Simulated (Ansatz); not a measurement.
Geometry optimisation, RKS r2SCAN/6-31G* (Ansatz 0.2.0).

Input file:

```yaml
crystal:
  periodic: [false, false, false]
  atoms:
    - { symbol: Si, position_ang: [-0.3971, -0.2193, -0.9404] }
    - { symbol: O, position_ang: [0.4771, -1.3237, 0.576] }
    - { symbol: H, position_ang: [-1.0401, 0.7191, -1.9051] }
    - { symbol: H, position_ang: [-1.3658, -1.3207, -0.9426] }
    - { symbol: "N", position_ang: [1.2044, -0.061, -1.524] }
    - { symbol: H, position_ang: [-0.2575, 0.7752, 1.7639] }
    - { symbol: "N", position_ang: [-0.7318, 1.2064, 0.594] }
    - { symbol: H, position_ang: [0.5045, -0.7051, 1.6837] }
    - { symbol: F, position_ang: [0.275, 0.0643, 2.5811] }
    - { symbol: H, position_ang: [0.0002, -2.1299, 0.7626] }
    - { symbol: H, position_ang: [1.9309, -0.6569, -1.1691] }
    - { symbol: H, position_ang: [1.3591, 0.1899, -2.4825] }
    - { symbol: H, position_ang: [-1.7169, 1.4108, 0.6634] }
    - { symbol: H, position_ang: [-0.242, 2.0509, 0.339] }
basis:
  gaussian: { orbitals: "6-31G*" }
hamiltonian:
  xc: r2scan
relax:
  f_tol: 0.15
  max_steps: 25
  restrain:
    - { distance: [0, 6], at: 3.12, k: 30.0 }
    - { distance: [5, 8], at: 2.18, k: 30.0 }
    - { distance: [7, 1], at: 2.27, k: 30.0 }
    - { distance: [0, 1], at: 1.77, k: 30.0 }
    - { distance: [5, 6], at: 1.02, k: 30.0 }
    - { distance: [7, 8], at: 0.88, k: 30.0 }
```

Command:

```bash
$ ansatz run input.yaml --threads 2 --pin off --max-ram 3072MiB --backend cpu --events-out ev --progress --plain --runs-dir out
```

Task: Where does it end, and by what steps?

Result: It converged. The restraints hold the end off the free minimum. After 15 steps the energy has fallen by 0.414 eV (the restraints' own energy left out); H4 moved furthest, 1.36 Å. Joined: H6–N7 (1.33 → 1.02 Å), H8–F9 (1.20 → 0.92 Å).

```csv
step,energy less start (eV),largest force component (eV/Å),accepted
0,0.0000,2.469,yes
1,0.4170,2.955,yes
2,1.3992,5.438,yes
3,1.2593,2.590,yes
4,0.7631,0.964,yes
5,0.4416,1.180,yes
6,0.1108,0.755,yes
7,-0.1511,0.960,yes
8,-0.2294,1.007,yes
9,-0.2970,0.946,yes
10,-0.3401,1.019,yes
11,-0.3274,1.456,no
12,-0.3870,1.032,yes
13,-0.4004,1.081,yes
14,-0.4115,1.160,yes
15,-0.4141,1.229,yes
```

```xyz
14
Properties=species:S:1:pos:R:3
Si -0.411 -0.736 -1.117
O -0.397 -1.289 0.522
H -1.492 0.230 -1.421
H -0.654 -1.995 -1.888
N 1.065 0.032 -1.529
H -0.143 1.387 1.654
N -0.416 1.781 0.755
H 0.453 -0.474 2.448
F 0.643 0.046 3.180
H -0.620 -2.231 0.542
H 1.927 -0.487 -1.643
H 1.057 0.876 -2.085
H -1.303 1.362 0.497
H 0.292 1.496 0.084
```

Time of the run: 43 s on 2 threads of Intel(R) Xeon(R) 6975P-C (Granite Rapids), with other jobs on the host, peak memory 0.21 GiB.
